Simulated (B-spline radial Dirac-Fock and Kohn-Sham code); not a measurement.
Tl⁵⁰⁺: eigenvalues, ΔSCF and the reference

System: Tl⁵⁰⁺ in the configuration [Ar] 3d10 4s2 4p1.

The density-functional columns are spherical, spin-unpolarised Dirac-Kohn-Sham results without Breit or QED terms: −ε is minus the orbital energy of the initial state and ΔSCF the difference of two total energies. The reference in the last column comes from Dirac-Fock ΔSCF + Breit + QED. All numbers are from a B-spline atomic structure program, in eV; a selection of levels is shown. The Kohn-Sham columns are given as differences from the reference. For the 1s level of heavy atoms much of the gap between ΔSCF and the reference is the Breit and QED part, -473.9 eV here; for other levels the error of the functional can be larger.

```
     level  LDA −ε − DF  LDA ΔSCF − DF  Dirac-Fock
    K (1s)       -206.2         +463.6     88293.2
   L1 (2s)       -204.2          -50.0     18071.2
L2 (2p1/2)       -145.9          +43.9     17426.4
L3 (2p3/2)       -167.0           -3.6     15375.8
   M1 (3s)       -117.8          -52.9      6288.0
M2 (3p1/2)        -93.7          -25.1      6004.8
M3 (3p3/2)        -92.5          -29.3      5523.3
M4 (3d3/2)        -68.5           +4.0      5080.1
M5 (3d5/2)        -70.6           +0.1      4977.9
   N1 (4s)        -19.6          +13.4      3033.5
 N2,3 (4p)        -25.8           +6.3      2817.9
```

Values without a named source are computed, but for edge energies of neutral atoms, which are taken from tables.
